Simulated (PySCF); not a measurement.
Calculated NMR parameters of Cc1coc(CC[SiH3])n1

| Item | Value |
| --- | --- |
| Formula | C6H11NOSi |
| SMILES | Cc1coc(CC[SiH3])n1 |
| Point group of the computed structure | C1 |
| Degrees of unsaturation | 3 |
| Carbon signals | 6 |
| Proton signals | 5 |

Molfile (atoms numbered from 1):
```
C6H11NOSi
     RDKit          3D

 20 20  0  0  0  0  0  0  0  0999 V2000
   -3.4672   -0.3672   -0.2028 C   0  0  0  0  0  0  0  0  0  0  0  0
   -2.0294   -0.1256   -0.4875 C   0  0  0  0  0  0  0  0  0  0  0  0
   -1.2150   -0.6652   -1.4346 C   0  0  0  0  0  0  0  0  0  0  0  0
    0.0178   -0.1182   -1.2962 O   0  0  0  0  0  0  0  0  0  0  0  0
   -0.0970    0.7336   -0.2613 C   0  0  0  0  0  0  0  0  0  0  0  0
    1.1001    1.4744    0.1992 C   0  0  0  0  0  0  0  0  0  0  0  0
    2.0478    0.5445    0.9646 C   0  0  0  0  0  0  0  0  0  0  0  0
    2.6039   -0.9806   -0.0371 Si  0  0  0  0  0  4  0  0  0  0  0  0
   -1.2865    0.7651    0.2467 N   0  0  0  0  0  0  0  0  0  0  0  0
   -3.6531   -1.4281   -0.0480 H   0  0  0  0  0  0  0  0  0  0  0  0
   -3.7479    0.1826    0.6904 H   0  0  0  0  0  0  0  0  0  0  0  0
   -4.0828   -0.0292   -1.0349 H   0  0  0  0  0  0  0  0  0  0  0  0
   -1.3637   -1.3857   -2.2112 H   0  0  0  0  0  0  0  0  0  0  0  0
    0.7666    2.2967    0.8345 H   0  0  0  0  0  0  0  0  0  0  0  0
    1.6167    1.8829   -0.6722 H   0  0  0  0  0  0  0  0  0  0  0  0
    2.9195    1.1256    1.2699 H   0  0  0  0  0  0  0  0  0  0  0  0
    1.5536    0.2199    1.8818 H   0  0  0  0  0  0  0  0  0  0  0  0
    1.5815   -2.0268   -0.0164 H   0  0  0  0  0  0  0  0  0  0  0  0
    2.9200   -0.5849   -1.4086 H   0  0  0  0  0  0  0  0  0  0  0  0
    3.8101   -1.5030    0.6110 H   0  0  0  0  0  0  0  0  0  0  0  0
  1  2  1  0
  2  3  2  0
  3  4  1  0
  4  5  1  0
  5  6  1  0
  6  7  1  0
  7  8  1  0
  5  9  2  0
  9  2  1  0
  1 10  1  0
  1 11  1  0
  1 12  1  0
  3 13  1  0
  6 14  1  0
  6 15  1  0
  7 16  1  0
  7 17  1  0
  8 18  1  0
  8 19  1  0
  8 20  1  0
M  END
```

- shielding tensors at PBE0/pcSseg-1 (GIAO)
- geometry from GFN2-xTB
- program: PySCF
- in vacuum, fast rotation and ring inversion assumed for equivalent nuclei, one conformer, non-relativistic

Chemical shifts δ = σref − σ; 1H and 13C and 29Si vs TMS; 15N against NH3; 17O against H2O, all at this level.

```tsv
carbon	δC, type	δH (multiplicity)	HMBC from (2–3 bonds)	span of the C tensor (ppm)
C1	13.5, CH3	2.41 (s)	H13	30
C2	145.2, C	–	H13, H10/H11/H12	164
C3	139.8, CH	7.45 (s)	H10/H11/H12	143
C5	169.1, C	–	H13, H14/H15, H16/H17	134
C6	29.8, CH2	3.04 (t)	H18/H19/H20, H16/H17	20
C7	11.5, CH2	1.13 (m)	H18/H19/H20, H14/H15	27
```

Other nuclei:
| atoms | nucleus | environment | δ (ppm) | σ (ppm) |
| --- | --- | --- | --- | --- |
| H18/H19/H20 | 1H | hydrogen on a silicon bonded to C | 3.77 | 27.95 |
| Si8 | 29Si | silicon bonded to C, 3 H | -69.6 | 418.8 |
| N9 | 15N | pyridine-type nitrogen of an azole | 300.7 | -33.0 |
| O4 | 17O | aromatic ring oxygen | 324.3 | 11.7 |

Carbon types of the structure: 2 × C, 1 × CH, 2 × CH2, 1 × CH3, leaving 3 H on heteroatoms. δC 169.1: substituted aromatic carbon next to the ring oxygen. δC 145.2: substituted aromatic carbon next to a ring nitrogen. δC 139.8: aromatic CH next to the ring oxygen. δC 13.5: methyl carbon on an aromatic ring; aliphatic region, no heteroatom directly attached. δH 2.41: hydrogen on a methyl carbon on an aromatic ring; benzylic-type position, deshielded by the ring.

Shifts are as computed. Against solution values, carbons near 30 ppm lie about +3 ppm off and those near 130 ppm about +5 ppm. Of 1211 compounds with measured shifts, 218 miss one by over three times the rms of a fit or turn the order of signals round; such compounds aren't used in these exercises. Unscaled 17O shifts of doubly bonded oxygen tend to come out too high, by tens of ppm or more. Experimental scales use liquid or dissolved standards, which lie at an offset from isolated NH3 (liquid NH3: subtract about 20 ppm) and H2O (liquid H2O: subtract about 36 ppm). Unscaled 15N shifts of sp2 nitrogen come out 20 to 40 ppm too high even then. Multiplicities follow the n + 1 count of equivalent neighbours, as no J values were calculated; m marks all less simple cases, F and P coupling included.
